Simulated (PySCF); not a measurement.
**Löwdin shares of the frontier orbitals**

Species: tert-butyl ethyl sulfide, C₆H₁₄S.
Geometry (PBE0-D3(BJ)/def2-SVP, Å), atoms numbered from 1 in this order:
```
atom  x, y, z in Å
C1     3.4526    0.0334    0.8012
C2     2.0500   -0.2069    0.2700
S3     0.9328    1.0427    0.9651
C4    -0.6998    0.6424    0.2014
C5    -1.6448    1.6863    0.7932
C6    -0.6362    0.7902   -1.3150
C7    -1.1512   -0.7594    0.5972
H8     3.4769   -0.0303    1.8997
H9     4.1500   -0.7173    0.4008
H10    3.8202    1.0300    0.5131
H11    2.0429   -0.1413   -0.8295
H12    1.7036   -1.2141    0.5505
H13   -1.3261    2.7058    0.5273
H14   -1.6798    1.6119    1.8908
H15   -2.6643    1.5319    0.4050
H16    0.0351    0.0467   -1.7703
H17   -1.6372    0.6390   -1.7530
H18   -0.2814    1.7924   -1.5965
H19   -2.1675   -0.9524    0.2145
H20   -0.4915   -1.5340    0.1788
H21   -1.1643   -0.8724    1.6911
```

The calculation used TDDFT CAM-B3LYP/def2-SVPD, vertical, gas phase, core orbitals frozen in the response in PySCF.

Kohn–Sham orbitals with the atoms that hold most of them (Löwdin shares over 4%, at most four atoms; ? is withheld):

| orbital | ε (eV) | atoms |
| --- | --- | --- |
| LUMO+2 | 1.84 | S3 57%, H8 5%, C1 5%, H10 5% |
| LUMO+1 | 1.51 | S3 34%, C5 9%, C1 8%, C2 5% |
| LUMO | 1.22 | S3 15%, C6 9%, C7 9%, C2 7% |
| HOMO | -7.54 | ? |
| HOMO-1 | -9.64 | ? |
| HOMO-2 | -10.40 | S3 20%, C4 15%, C2 15%, C5 14% |
| HOMO-3 | -11.05 | C4 20%, C6 20%, C7 20%, C5 8% |

(1) Which atoms hold the HOMO, and with what shares?

(2) Which atoms hold the HOMO-1, and with what shares?

(3) How does S1 compare with the orbital gap of 8.76 eV?

## Answers

(1) S3 (bonded to 2 C) 69%; C2 (bonded to C, S and 2 H) 10%; C4 (bonded to 3 C and S) 6%. By element: sulfur 69%, carbon 17% or more.

(2) S3 (bonded to 2 C) 53%; C4 (bonded to 3 C and S) 15%; C2 (bonded to C, S and 2 H) 10%; C7 (bonded to C and 3 H) 5%. By element: sulfur 53%, carbon 29% or more.

(3) S1 is at 5.54 eV (f = 0.0001), 3.22 eV below the gap, made of HOMO→LUMO+1 (45%), HOMO→LUMO (20%), HOMO→LUMO+4 (15%). Its leading pair isn't HOMO and LUMO; the energies of that pair differ by 9.05 eV. Without the coupling terms of the response equations the lowest excitation would equal the gap.

Next come S2 at 6.15 eV (f 0.037), HOMO→LUMO (70%), HOMO→LUMO+4 (17%), HOMO→LUMO+1 (9%); S3 at 6.54 eV (f 0.0067), HOMO→LUMO+2 (79%); S4 at 6.91 eV (f 0.028), HOMO→LUMO+3 (92%); S5 at 7.01 eV (f 0.0069), HOMO→LUMO+4 (42%), HOMO→LUMO+1 (30%), HOMO→LUMO+2 (14%).

Löwdin shares depend on the basis, the more so with diffuse functions.

One conformer stands for the species.
